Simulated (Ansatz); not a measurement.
Ansatz (a first-principles code) input (RPA@PBE/cc-pVTZ):

Ansatz 0.2 input:
```yaml
crystal:
  periodic: [false, false, false]
  atoms:
    - {symbol: O, position_ang: [-1.38678678, 0.65845662, -0.05996264]}
    - {symbol: Se, position_ang: [0.03653741, -0.32252395, 0.02336881]}
    - {symbol: O, position_ang: [1.23150280, 0.71227016, -0.03935481]}
basis:
  gaussian:
    orbitals: cc-pVTZ
hamiltonian:
  xc: pbe
total_charge: 1
magnetization: {spin_polarized: true, initial_magnetization: 1}
correlation: {method: rpa, electrons: outside_noble_gas}
```

Output:

```
Functional definition: PBE
integrals: 0.07 GiB planned
652 factors; integrals over basis functions are off by at most 1.4e-3 eV
mean field: 0.28 GiB planned
mean field evaluation 1: about -69383.3602 eV, gradient 9.8e1 eV
mean field evaluation 2: about -69383.3475 eV, gradient 9.8e1 eV
mean field evaluation 4: about -69400.6744 eV, gradient 6.6e1 eV
mean field evaluation 8: about -69417.1312 eV, gradient 2.5e1 eV
mean field evaluation 16: about -69419.7097 eV, gradient 2.8e-2 eV
mean field evaluation 32: about -69419.0460 eV, gradient 5.5e0 eV
mean field evaluation 64: about -69419.2076 eV, gradient 3.5e0 eV
mean field evaluation 96: about -69419.1049 eV, gradient 6.6e-2 eV
mean field evaluation 128: about -69399.6276 eV, gradient 8.8e0 eV
mean field -69419.70965592 eV, -2551.1272754857 hartree, gradient 4.6e-6 eV, S^2 0.759187; 9 other end points of the search recorded, 0 dependent functions left out
16 core orbitals not correlated
reference -69364.67709558 eV, -2549.1048661958 hartree; 9, 8 occupied and 78, 79 virtual orbitals, 652 factors
Total energy: -69390.90119494 eV, -2550.0685840719 hartree
```
